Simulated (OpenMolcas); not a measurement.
An OpenMolcas run meant for Yb⁴⁺ (ANO-R0, X2C; inactive shells 1s 2s 2p 3s 3p 3d 4s 4p 4d 5s 5p; intended active space 12 electrons in 7 orbitals (4f)). One step of its input:

```
&RASSCF
FileOrb=start.orb
Symmetry=1
Spin=3
nActEl=12 0 0
Inactive=15 12
Ras2=0 7
CIRoot=24 24 1
SDav=21
CIMx=300
Iter=71 100
PrWF=0.3
OrbListing=Nothing
MaxOrb=0
Atom
>>> COPY $Project.JobIph JOB001
```

Lines from the output:

```
...
      Number of secondary orbitals               1
      Spin quantum number                      1.0
      State symmetry                             1
Orbital specifications:
      -----------------------

      Symmetry species                           1   2
                                                ag  au
      Frozen orbitals                            0   0
      Inactive orbitals                         15  12
      Active orbitals                            0   7
      RAS1 orbitals                              0   0
      RAS2 orbitals                              0   7
      RAS3 orbitals                              0   0
      Secondary orbitals                         1   0
      Deleted orbitals                           0   0
      Number of basis functions                 16  19
      Number of CSFs                            21
      Number of root(s) required                24
 ************ ERROR ***********
  You can't ask for more roots
  than there are configurations
 ******************************
--- Stop Module: rasscf at  /rc=_RC_INPUT_ERROR_ ---
.####################.
.# User input error #.
.####################.
```

Task: What is wrong with the input?

Result: CIRoot asks for more roots than the active space has configuration state functions.
